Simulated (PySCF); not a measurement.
## Zr²⁺ (zirconium, charge +2) across methods

[Kr] 4d1 5s1, high-spin 3D determinant (an excited configuration). Calculation: PySCF 2.14, in ANO-RCC-VTZP (7s6p4d2f1g, 68 functions); scalar relativity by spin-free X2C-1e.

```csv
method,E (hartree),mean ε 4p β (eV),mean ε 4d α (eV),mean ε 5s α (eV),Σ⟨r²⟩ (bohr²),⟨S²⟩
PBE0,-3597.03,-52.046,-22.055,-18.645,35.71,2.001
UHF,-3595.36113,-57.498,-25.502,-20.162,36.25,2.003
r2SCAN,-3597.32,-50.613,-21.028,-18.081,35.77,2.002
PBE,-3596.95,-49.782,-20.643,-17.983,35.68,2.001
LDA,-3592.86,-49.962,-20.497,-18.258,35.61,2.000
revPBE,-3597.16,-49.766,-20.659,-17.903,35.69,2.001
TPSSh,-3597.20,-50.936,-21.320,-18.089,35.74,2.001
```

(1) Estimate the same row for PW91.

Results:

(1) E (hartree) = -3597.60; mean ε 4p β (eV) = -49.860; mean ε 4d α (eV) = -20.698; mean ε 5s α (eV) = -18.067; Σ⟨r²⟩ (bohr²) = 35.66; ⟨S²⟩ = 2.001.
